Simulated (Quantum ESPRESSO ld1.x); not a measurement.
Results of a calculation; reference values are marked as such.
Species: Lu II. Configuration: [Xe] 4f14 6s2 (the NIST ground configuration). Level of theory: Dirac Kohn-Sham, revPBE, spin-unpolarised, spherical densities, point nucleus (ld1.x of Quantum ESPRESSO 7.5).

Spin-orbit splittings of the eigenvalues, e(l+1/2) - e(l-1/2), with zeta = 2 splitting/(2l+1) and mean radii in bohr:

| shell | occ. | splitting (eV) | zeta (eV) | <r> j=l-1/2 | <r> j=l+1/2 |
|---|---|---|---|---|---|
| 2p | 6 | 1118 | 745.0 | 0.06740 | 0.07502 |
| 3p | 6 | 238.4 | 158.9 | 0.2020 | 0.2162 |
| 3d | 10 | 52.04 | 20.81 | 0.1898 | 0.1942 |
| 4p | 6 | 54.21 | 36.14 | 0.4850 | 0.5177 |
| 4d | 10 | 9.894 | 3.958 | 0.5410 | 0.5525 |
| 4f | 14 | 1.524 | 0.4354 | 0.7132 | 0.7286 |
| 5p | 6 | 6.966 | 4.644 | 1.308 | 1.418 |
| 5d | 0 | ? | ? | 2.324 | 2.406 |
| 5f | 0 | 0 | 0 | 10.89 | 10.90 |
| 6p | 0 | 0.5987 | 0.3991 | 4.061 | 4.339 |

Estimate the 5d splitting.

Answer. 0.4435 eV (zeta = 0.1774 eV).
